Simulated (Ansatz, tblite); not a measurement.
Removing and adding an electron: N-butylpyridinium hexafluoroantimonate, `CCCC[n+]1ccccc1.[F][Sb-]([F])([F])([F])([F])[F]`. The state is a singlet with charge 0. Geometry: PBE-D4/def2-SVP. Ansatz, gas phase; energy differences of separate SCF runs; the oxidised species was run as a doublet alone; the reduced species was run as a doublet alone.

In the def2 sets Sb takes a core potential; there is no spin–orbit coupling. The xTB rows come from tblite. Correlated methods freeze 20 core orbitals; core or outer-core shells of Sb are correlated, in sets that lack core-valence functions. Single mean-field runs in def2-TZVP are fitted with def2-universal-jkfit. HOMO above LUMO, or a gap near zero within one spin, warns that the state may not be the lowest or that an electron is smeared out.

```tsv
level	−HOMO (eV)	vertical IE (eV)	−LUMO (eV)	vertical EA (eV)	HOMO–LUMO gap (eV)	IE − EA (eV)	remarks
GFN2-xTB	11.86	14.23	9.49	6.44	2.37	7.79	–
PBE0-D4/def2-TZVP	9.36	10.89	3.18	1.55	6.18	9.33	HOMO above zero (-1 doublet)
PBE-QIDH/def2-TZVP	–	11.40	–	1.39	–	10.00	spin-contaminated (⟨S²⟩ 0.83) (+1 doublet), spin-contaminated (⟨S²⟩ 0.87) (-1 doublet)
```

Task: Estimate the rows for GFN1-xTB, PBE-D4/def2-TZVP.

Result: 
| level | −HOMO (eV) | vertical IE (eV) | −LUMO (eV) | vertical EA (eV) | HOMO–LUMO gap (eV) | IE − EA (eV) | remarks |
| --- | --- | --- | --- | --- | --- | --- | --- |
| GFN1-xTB | 13.23 | 15.48 | 10.60 | 8.17 | 2.63 | 7.31 | – |
| PBE-D4/def2-TZVP | 7.94 | – | 4.03 | 1.62 | 3.91 | – | HOMO above zero (-1 doublet), gap within one spin near zero (-1 doublet) |

Relaxing the reduced species (PBE-D4/def2-SVP) changes its energy by -0.35 eV at PBE-D4/def2-TZVP, so the adiabatic electron affinity to this nearest minimum is 1.97 eV. At PBE0-D4/def2-TZVP it is 1.97 eV. The highest occupied level of the relaxed charge -1 doublet lies above zero (up to 0.20 eV). By energy differences its removal costs 1.97 eV (each at its own geometry, to the charge 0 singlet, at PBE-D4/def2-TZVP); self-interaction error and the lack of diffuse functions both raise the level. The gap within one spin of the relaxed charge -1 doublet nearly closes, so an electron or hole may be smeared out by delocalisation error.  Run but left out: PBE-D4/def2-TZVP (charge +1 doublet: an occupied level 0.01 eV above an empty one).   A HOMO above zero means that the electron is unbound at that level or that self-interaction error raises the level; the energy of removing that electron tells which. Raw xTB energy differences between charge states are shifted by several eV; the methods need an empirical correction for them. Sets without diffuse functions give affinities that are too small.
